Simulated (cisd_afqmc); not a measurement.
Input (AFQMC/CISD/cc-pV(T+d)Z; cisd_afqmc is a phaseless AFQMC code with CISD trial states that reads the integrals written by Ansatz): A basis named .json is the Basis Set Exchange file of that set.

Ansatz 0.2 input:
```python
import cisd_afqmc

open("ham.yaml", "w").write("""\
crystal:
  periodic: [false, false, false]
  atoms:
    - {symbol: S, position_ang: [-2.28235295, 1.27624435, -0.09836045]}
    - {symbol: C, position_ang: [-0.95204588, 0.05646938, -0.36345748]}
    - {symbol: C, position_ang: [-0.11334250, -0.22569272, 0.87495332]}
    - {symbol: C, position_ang: [1.04057868, -1.19183027, 0.61740610]}
    - {symbol: S, position_ang: [2.30594733, -0.58599430, -0.55866994]}
    - {symbol: H, position_ang: [-2.97467321, 0.57005224, 0.81169722]}
    - {symbol: H, position_ang: [-0.33223919, 0.49023067, -1.14805451]}
    - {symbol: H, position_ang: [-1.38136666, -0.86380614, -0.76208612]}
    - {symbol: H, position_ang: [-0.75080052, -0.65740705, 1.65371460]}
    - {symbol: H, position_ang: [0.27133545, 0.71485896, 1.27541047]}
    - {symbol: H, position_ang: [0.67681007, -2.11762820, 0.16726094]}
    - {symbol: H, position_ang: [1.53225844, -1.46041002, 1.55152239]}
    - {symbol: H, position_ang: [2.73002373, 0.44643027, 0.18960970]}
basis:
  gaussian:
    orbitals: cc-pV_T+d_Z.json
magnetization: {spin_polarized: false}
correlation: {method: ccsd, electrons: outside_noble_gas, hamiltonian_folder: ham}
""")
rep = cisd_afqmc.ansatz("ham.yaml")
e_ccsd = rep["correlation"]["coupled_cluster"]["energy"]["hartree"]
out = cisd_afqmc.run("ham", e_ccsd, trial="CISD", walkers=1000, populations=1, threads=12, dt=0.005, steps=40, early=24, settle=10, least=100,
    cut=5e-5, rank_cut=2e-4, target=0.0007, seconds=1500, seed=4, memory=62639, gpu=True)
```

Output:

```
orbitals 267, occupied [16], factors 1523 of 1586, rank of the doubles 995 of 4016
E(HF) = -913.401267
E(CCSD) on the cut factors = -914.349969, shift to the whole factors -0.000020
Energy of the trial state on the determinant = -914.349914
  tau behind 7.2 of longer steps, mean of the populations' last blocks
   2.0  -914.39469
   4.0  -914.39433
   6.0  -914.39301
   8.0  -914.39030
  10.0  -914.39169
  12.0  -914.39040
  14.0  -914.39204
  16.0  -914.39418
  18.0  -914.39154
  20.0  -914.39434
  22.0  -914.39444
blocks 100 (0 outliers left out), error by blocks joined: 1: 0.00032, 2: 0.00039, 4: 0.00046, 8: 0.00040
E(AFQMC/CISD) = -914.39263 +/- 0.00046
```
